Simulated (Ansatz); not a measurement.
Consider the redistribution: `FBO[SiH2][SiH3]` + `O[SiH2]O[SiH2]S` → `O[SiH2]OBF` + `[SiH3][SiH2]O[SiH2]S`.

Calculated with Ansatz (gas phase, PBE0-D4/def2-TZVP geometries, no zero-point term in ΔE). CCSD(T)/CBS is the MP2 limit (def2-TZVPP, def2-QZVPP) plus CCSD(T) − MP2 in def2-TZVPP, frozen cores. Functionals use def2-TZVPP. B3LYP here is the variant with VWN-RPA as its local correlation; programs differ in this. One conformer a species, not always the lowest.

`FBO[SiH2][SiH3]`:

```xyz
11

F    -0.542   -1.585    1.353
B     0.358   -2.081    0.502
O     0.873   -1.306   -0.460
Si    0.688    0.278   -0.951
Si   -0.844    1.485    0.350
H     0.684   -3.223    0.624
H     0.252    0.232   -2.370
H     2.035    0.900   -0.889
H    -0.403    1.549    1.767
H    -2.199    0.881    0.271
H    -0.902    2.870   -0.198
```

`O[SiH2]O[SiH2]S`:

Cartesian coordinates in Å:
```
O 0.058 0.728 1.983
Si 0.195 -0.807 1.434
O -0.387 -0.955 -0.096
Si -0.215 -0.255 -1.556
S 0.336 1.810 -1.400
H 0.508 1.405 1.471
H 1.613 -1.246 1.416
H -0.634 -1.643 2.323
H -1.499 -0.381 -2.278
H 0.905 -0.869 -2.306
H -0.881 2.211 -0.993
```

`O[SiH2]OBF`:

```xyz
9

O    -1.247    0.053    1.333
Si   -1.038   -0.408   -0.222
O     0.429    0.033   -0.831
B     1.564    0.603   -0.402
F     2.528    0.822   -1.283
H    -0.811   -0.437    2.030
H    -1.109   -1.881   -0.361
H    -2.070    0.297   -1.002
H     1.754    0.917    0.738
```

`[SiH3][SiH2]O[SiH2]S`:

Z-matrix (Å, degrees):
```
Si
Si 1 2.346
H 1 1.488 2 110.8
H 1 1.488 2 110.6 3 120.5
H 1 1.489 2 109.2 3 -120.0
O 2 1.650 1 111.7 3 -59.7
H 2 1.488 1 109.9 3 62.2
H 2 1.486 1 110.4 3 -178.5
Si 6 1.632 2 139.2 1 46.6
S 9 2.131 6 112.6 2 36.6
H 9 1.482 6 110.5 2 -79.2
H 9 1.479 6 107.0 2 158.7
H 10 1.344 9 94.6 6 70.7
```

```tsv
level	ΔE (kJ/mol)
r2SCAN	7.7
B3LYP	5.6
```

Task: What does CCSD(T)/CBS give? (Estimate.)

Result: Ansatz gave: +6.9 kJ/mol. The listed levels differ from it by 0.8, -1.3 kJ/mol.

Largest T1 diagnostic among the species: 0.013.
